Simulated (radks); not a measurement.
Au I, configuration [Xe] 4f14 5d10 6s1.

All-electron calculation, non-relativistic Kohn-Sham, r2SCAN, spin-polarised, spherical densities, point nucleus; open shells are filled with parallel spins first (spin-orbit coupling, left out, can overturn this in heavy ions); meta-GGA in the generalised Kohn-Sham scheme; relativity is left out, which matters for an element this heavy. Program: a radial shooting solver on a logarithmic mesh with Libxc functionals.

Energy parts (hartree):
| part | energy |
|---|---|
| total | -17869.7416 |
| kinetic | 17865.3914 |
| electron-nucleus | -42565.1642 |
| Hartree | 7172.5851 |
| exchange-correlation | -342.5538 |

Orbitals (lengths in bohr, moments of r in powers of bohr; r(max) is where P^2 peaks):
| orbital | occ. | eigenvalue (hartree) | r(max) | <r^2> |
|---|---|---|---|---|
| 1s up | 1 | -2688.467 | 0.01272 | 0.0004909 |
| 1s down | 1 | -2688.467 | 0.01272 | 0.0004909 |
| 2s down | 1 | -449.6130 | 0.06911 | 0.007636 |
| 2s up | 1 | -449.6126 | 0.06911 | 0.007636 |
| 2p down | 3 | -432.0424 | 0.05363 | 0.005636 |
| 2p up | 3 | -432.0422 | 0.05363 | 0.005636 |
| 3s up | 1 | -105.5496 | 0.1888 | 0.04721 |
| 3s down | 1 | -105.5495 | 0.1888 | 0.04721 |
| 3p up | 3 | -97.27969 | 0.1776 | 0.04350 |
| 3p down | 3 | -97.27960 | 0.1776 | 0.04350 |
| 3d down | 5 | -81.88057 | 0.1398 | 0.03357 |
| 3d up | 5 | -81.88047 | 0.1398 | 0.03357 |
| 4s up | 1 | -22.49619 | 0.4209 | 0.2259 |
| 4s down | 1 | -22.49586 | 0.4209 | 0.2259 |
| 4p up | 3 | -18.89815 | 0.4204 | 0.2321 |
| 4p down | 3 | -18.89782 | 0.4204 | 0.2320 |
| 4d up | 5 | -12.30164 | 0.4135 | 0.2449 |
| 4d down | 5 | -12.30134 | 0.4135 | 0.2449 |
| 4f up | 7 | -3.50285 | 0.3716 | 0.2857 |
| 4f down | 7 | -3.50255 | 0.3716 | 0.2857 |
| 5s down | 1 | -3.18727 | 0.9370 | 1.192 |
| 5s up | 1 | -3.18638 | 0.9367 | 1.193 |
| 5p down | 3 | -2.04979 | 0.9940 | 1.425 |
| 5p up | 3 | -2.04911 | 0.9937 | 1.429 |
| 5d up | 5 | -0.30780 | 1.202 | 3.031 |
| 5d down | 5 | -0.30027 | 1.199 | 2.889 |
| 6s up | 1 | -0.17021 | 2.721 | 12.79 |
| 6s down | 0 | -0.11876 | 2.679 | 13.35 |

The highest occupied level is 6s up at -4.632 eV. Spin moment in Bohr magnetons: 1. Virial ratio -V/T = 2.00024. Summed over all electrons, <r^2> = 62.37 bohr^2, which gives a Langevin (diamagnetic) susceptibility term of -49.4 x 10^-6 cm^3/mol.
